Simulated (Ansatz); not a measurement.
The cluster Au₅Se₂⁺, relaxed as a singlet with RKS PBE0-D4/def2-SVP in Ansatz, starting from the GFN2-xTB geometry. Force threshold 0.02 eV/Å.

In the def2 sets Au takes a core potential; there is no spin–orbit coupling. Another isomer (singlet) lies 0.02 eV lower at PBE0-D4/def2-TZVP; other spin states weren't run for this one.

Start:

Cartesian coordinates in Å:
```
Au -0.292 -1.399 -3.466
Au -0.379 0.339 -0.094
Au -1.116 -1.975 2.792
Au 2.579 0.706 -2.443
Au 0.299 1.381 3.489
Se -1.302 0.291 2.129
Se 0.212 0.658 -2.407
```

```
         step   energy (eV)  largest force component (eV/Å)  SCF passes
            1  -149133.2395                           0.693          19
            2  -149133.3547                           0.246          23
            3  -149133.3918                           0.114          24
            4  -149133.4261                           0.097          24
            5  -149133.4377                           0.056          24
            6  -149133.4401                           0.016          23
            7  -149133.4405                           0.014          23
            8  -149133.4413                           0.032          22
            9  -149133.4419                           0.075          22
           10  -149133.4426                           0.086          23
           11  -149133.4436                           0.082          22
           12  -149133.4437                           0.077          22
           13  -149133.4454                           0.046          24
           14  -149133.4468                           0.004          22
           15  -149133.4488                           0.063          24
           16  -149133.4496                           0.057          22
           17  -149133.4510                           0.060          22
           18  -149133.4517                           0.079          22
19 (rejected)  -149133.4515                           0.128          25
           20  -149133.4535                           0.053          22
           21  -149133.4539                           0.086          21
           22  -149133.4542                           0.143          22
           23  -149133.4560                           0.077          23
           24  -149133.4577                           0.005          22
```

Force components are those of the run's own axes.

End:

```tsv
atom	x (Å)	y (Å)	z (Å)
Au1	-0.724	-0.683	-3.434
Au2	-0.415	0.361	-0.108
Au3	0.099	-1.719	2.730
Au4	2.429	-0.479	-2.071
Au5	-0.402	1.662	3.140
Se6	-1.531	-0.122	2.013
Se7	0.544	0.980	-2.270
```

By distances, no bond broke or formed. The bond that changes most is Au2–Se7, from 2.41 to 2.44 Å (atoms count from 1).

The force fell under the threshold at step 6, but the optimiser went on and released 0.018 eV more. No frequencies were taken in this run, so the end may be a saddle point.

Run time 4.7 min (4 threads of Arm Neoverse V2 on a shared host), peak host memory 0.99 GiB.
